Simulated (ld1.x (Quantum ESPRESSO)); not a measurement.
**PBE ultrasoft dataset for copper (Cu), scalar-relativistic all-electron reference.**

| Property | Result |
| --- | --- |
| Element | copper |
| Generator | ld1.x (Quantum ESPRESSO) 7.5 |
| Type | ultrasoft |
| Functional | PBE |
| Relativity | scalar-relativistic |
| Frozen core | [Ar] |
| Valence charge | 11 |
| Reference configuration | 3d9 4s0 4p0 (charge +2) |
| Partial waves | 4s (bound, empty): rcut 1.75, rcutus 2.00 bohr; 4s channel at 2.5 Ry: rcut 1.75, rcutus 2.00 bohr; 4p (bound, empty): rcut 1.55, rcutus 1.95 bohr; 4p channel at 2.4 Ry: rcut 1.55, rcutus 1.95 bohr; 3d (bound): rcut 1.50, rcutus 1.70 bohr; 3d channel at 1.9 Ry: rcut 1.50, rcutus 1.70 bohr |
| Local potential | all-electron potential smoothed inside 1.80 bohr (lloc = -1) |
| Core correction | none |
| Augmentation charge | PSQ, inside the norm-conserving radii |

All-electron outer shells of the reference configuration (PBE, scalar-relativistic, ld1.x):

| shell | level (eV) | outermost node (bohr) | outermost maximum (bohr) |
| --- | --- | --- | --- |
| 3p | -97.62 | 0.26 | 0.62 |
| 3d | -29.63 | – | 0.60 |
| 4s | -22.35 | 0.88 | 1.95 |
| 4p | -15.35 | 0.95 | 2.36 |

Calculated quality:

- Cutoffs needed: 40 Ry and 60 Ry (the cutoffs (Ry, on a coarse ladder) from which the occupation-weighted sum of valence levels, in a spherical-Bessel basis at the reference potential, stays within 10 and 1 mRy of its value at 400 Ry)
- Ghost test: no extra level below or beside the all-electron valence levels (s, p, d, f tested) (spherical-Bessel basis up to 400 Ry, 20 bohr box)
- Largest excitation error: -125 meV (all-electron minus pseudo) for 3d8 4s0 4p0, out of 7 test configurations
- Lowest eigenvalue of the overlap operator: 0.57 (s channel)
- Density cutoff estimated by the generator: 191 Ry

Generation and tests took about 1.3 s on one core of a shared server CPU.
